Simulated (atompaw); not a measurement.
**Reading a pseudo-wave (copper)**

Columns: radius, all-electron u(r) and pseudo u(r) of the 3p shell (level -72.14 eV) of copper in the configuration [Ne] 3s2 3p6 3d10 4s1 4p0; PBE, scalar-relativistic, PAW (atompaw) scheme, atompaw 4.2.0.5.

```csv
r (bohr),all-electron,pseudo
0.062,-0.4258,0.0316
0.123,-0.6551,0.1210
0.185,-0.4767,0.2609
0.246,-0.0966,0.4319
0.308,0.3234,0.6212
0.369,0.6793,0.8039
0.431,0.9492,0.9685
0.492,1.1220,1.0960
0.554,1.2157,1.1820
0.615,1.2446,1.2211
0.677,1.2271,1.2173
0.738,1.1784,1.1779
0.800,1.1088,1.1118
0.862,1.0278,1.0301
0.923,0.9433,0.9440
0.985,0.8569,0.8569
1.046,0.7743,0.7743
1.108,0.6946,0.6946
1.169,0.6214,0.6214
1.231,0.5527,0.5527
1.292,0.4912,0.4912
1.354,0.4344,0.4344
1.415,0.3842,0.3842
1.477,0.3385,0.3385
1.538,0.2984,0.2984
1.600,0.2621,0.2621
```

(1) How many radial nodes do the two functions have?

(2) At about which radius was the pseudo-wave matched?

(3) Where does each function peak?

(4) Is the pseudo-wave norm-conserving?

## Answers

(1) The all-electron 3p function has n − l − 1 = 1; the pseudo-wave has 0, since the states of the same l below it are removed with the core.

(2) 1.00 bohr, where the columns begin to agree (steps of 0.06 bohr).

(3) Outermost all-electron maximum near 0.61 bohr, pseudo maximum near 0.61 bohr (to the table’s step).

(4) No, it belongs to a PAW set: the norm inside the radius is not constrained, and the difference is carried by the augmentation charge.
